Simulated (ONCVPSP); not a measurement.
Cutoff test, erbium, ONCV

erbium, optimised norm-conserving Vanderbilt (ONCV), made with ONCVPSP 4.0.1 (PBE, scalar-relativistic). Core [Kr] 4d10, reference 4f12 5s2 5p6 6s2. Waves: 5s+6s: rc 2.20 bohr, ncon 4, nbas 7, qcut 4.6 1/bohr, 2 projectors; 5p: rc 2.10 bohr, ncon 3, nbas 7, qcut 7.7 1/bohr, 2 projectors, debl 1.4 Ha; d scattering state at 0.26 Ha: rc 2.05 bohr, ncon 4, nbas 8, qcut 4.1 1/bohr, 2 projectors, debl 2.5 Ha; 4f: rc 0.90 bohr, ncon 4, nbas 8, qcut 17.8 1/bohr, 2 projectors, debl 3.1 Ha. Local part: polynomial inside 0.75 bohr (lpopt 2, dvloc0 3 Ha). Core correction: none.

In the d channel the program set the typed energies aside and used 0.050, 2.550 Ha.

**Question.** For each optimised wave give the share of its norm inside rc, the residual kinetic energy above qcut (Ha) and the cutoffs (Ha) for errors of 10, 1, 0.1 and 0.01 mHa per electron.

**Answer.**

```tsv
wave	norm inside rc	residual KE	10 mHa	1 mHa	0.1 mHa	0.01 mHa
5s	0.972	6.3e-05	3.4	7.0	10.0	24.5
6s	0.069	9.6e-05	2.6	6.9	10.7	29.3
5p	0.870	2.9e-08	6.3	15.6	20.0	23.2
p projector 2	0.137	1.8e-08	5.7	15.2	19.9	23.3
d projector 1	0.448	2.3e-03	6.8	9.7	43.0	55.5
d projector 2	0.135	1.2e-02	8.6	12.0	23.3	47.6
4f	0.679	1.9e-04	127.2	143.8	281.3	not reached
f projector 2	0.043	4.8e-05	115.2	137.2	153.6	213.5
```

The occupied waves need 144 Ha and 281 Ha for 1 and 0.1 mHa. Note: ghosts flagged at negative energy: s at -42.5 eV; GHOST(+) flagged for p at 141.5 eV. A true bound ghost makes a file unfit for plane-wave use. Tests left out (the all-electron energies of this program are off by 10 to 40 meV for near-neutral 4f atoms).
